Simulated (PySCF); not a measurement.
PySCF 2.14 output of an unrestricted M06-L calculation on a single atom or ion in cc-pVTZ-PP with ECP10MDF, with scalar relativity through the core potential:

```
SCF conv_tol = 1e-09
number electrons alpha = 10  beta = 10
    Y. Zhao and D. G. Truhlar.,  J. Chem. Phys. 125, 194101 (2006)
    Y. Zhao and D. G. Truhlar.,  J. Chem. Phys. 125, 194101 (2006)
    Y. Zhao and D. G. Truhlar.,  Theor. Chem. Acc. 120, 215 (2008)
cycle= 1 E= -293.715140358078  delta_E= -0.00511  |g|= 0.0754  |ddm|= 0.307
cycle= 2 E= -293.715556073563  delta_E= -0.000416  |g|= 0.0611  |ddm|= 0.182
cycle= 3 E= -293.716389230219  delta_E= -0.000833  |g|= 0.000252  |ddm|= 0.0654
cycle= 4 E= -293.716389248572  delta_E= -1.84e-08  |g|= 7.38e-06  |ddm|= 0.000735
cycle= 5 E= -293.716389248615  delta_E= -4.33e-11  |g|= 4.12e-07  |ddm|= 8.5e-05
converged SCF energy = -293.716389248615  <S^2> = -5.3290705e-15  2S+1 = 1
```

The run itself started from symmetry-adapted Hartree-Fock orbitals and held the occupation by maximum overlap, on a logarithmic radial grid, so the iterations belong to that start.

Which element, charge and spin multiplicity is this?

Ge²⁺ (germanium, charge +2), multiplicity 1; the state was [Ar] 3d10 4s2, closed-shell 1S.

Energies and moments cover only the electrons outside the core potential.
